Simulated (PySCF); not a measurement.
# Adding and removing an electron: TaH

PBE; basis Ta def2-TZVPPD with ECP60, H def2-TZVPPD; scalar-relativistic core potentials; PySCF 2.14. Neutral (UKS): quintet (σ ↑, π ↑↑, δ ↑), Re = 1.776 Å, ωe = 1750 cm⁻¹, HOMO -3.74 eV, LUMO -3.46 eV.

TaH⁺ (UKS): quartet (σ ↑, π ↑, δ ↑), Re = 1.739 Å, ωe = 1896 cm⁻¹. The energies at the minima are -57.45850 hartree for TaH and -57.19051 for TaH⁺.

Question: Work out the adiabatic ionisation energy, without and with harmonic zero-point energies (1 hartree = 27.2114 eV, 1 eV = 8065.5 cm⁻¹), and the change of the bond length.

Answer: At PBE: 0.26799 hartree = 7.292 eV between the minima; the zero-point term (1896.0 − 1750.0)/2 cm⁻¹ = +0.009 eV makes it 7.301 eV. Re changes by -3.7 pm against the neutral. The electron leaves a π orbital, which is non-bonding in a hydride.

De is left out where the level can put another filling of the metal’s s and d shells below the measured ground configuration, by anything from nothing to about 1 eV. These are scalar-relativistic numbers at best; spin–orbit coupling would shift them, the dissociation energy most. With d or f electrons several states lie close, and the lowest PBE0 determinant need not be the measured ground state.
